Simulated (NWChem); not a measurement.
# Atomisation of DMF (C3H7NO)

SMILES: CN(C)C=O
```xyz
12

C     -1.7452     0.2376     0.0000
N     -0.3015     0.1757     0.0000
C      0.4356     1.4237     0.0000
C      0.3696    -1.0159     0.0000
O      1.5752    -1.1511     0.0000
H     -2.1616    -0.7807     0.0000
H     -2.1270     0.7662     0.8925
H     -2.1270     0.7662    -0.8925
H      1.5074     1.1875     0.0000
H      0.1955     2.0260    -0.8943
H      0.1955     2.0260     0.8943
H     -0.3344    -1.8848     0.0000
```
Charge 0, spin multiplicity 1.

Everything below was run with NWChem. Structure: optimised with B3LYP/def2-SVP, a minimum by its harmonic frequencies. It is one conformer; others weren't searched.

Basis set: def2-TZVP. The atomisation energy is electronic alone: no zero-point, thermal, spin-orbit or counterpoise terms. No value is extrapolated to the basis-set limit. Free atoms are single determinants with multiplicities C 3, N 4, O 3, H 2. Correlated methods freeze the same cores in atoms and molecule, 5 orbitals in all.

Costs are rough ratios of processor time within this set of runs, SCF included, with LDA (SVWN5) as 1. Costs are the molecule's.

B3LYP has NWChem's definition, with VWN1-RPA local correlation. GW and range-separated runs recompute their integrals, the others keep them in memory, which bears on the times. No SCF solution was tested for a lower state. Open-shell Hartree-Fock references start from PBE0 orbitals; any time given for them includes that run.

| method | atomisation energy (kcal/mol) | relative cost |
|---|---|---|
| HF | 811.1 | under 3 |
| BLYP | 1144.7 | under 3 |
| M06-2X | 1146.8 | under 3 |
| LDA (SVWN5) | ___ | 1 |
| MP2 | ___ | under 3 |
| B3LYP | 1143.3 | under 3 |
| LC-wPBE (omega 0.3 per bohr) | 1161.9 | 8 |
| PBE | ___ | under 3 |
| PBE0 | ___ | under 3 |

**Question.** Fill in the missing entries.

**Answer.** 
- LDA (SVWN5), atomisation energy (kcal/mol): 1330.4
- MP2, atomisation energy (kcal/mol): 1123.1
- PBE, atomisation energy (kcal/mol): 1178.8
- PBE0, atomisation energy (kcal/mol): 1150.7
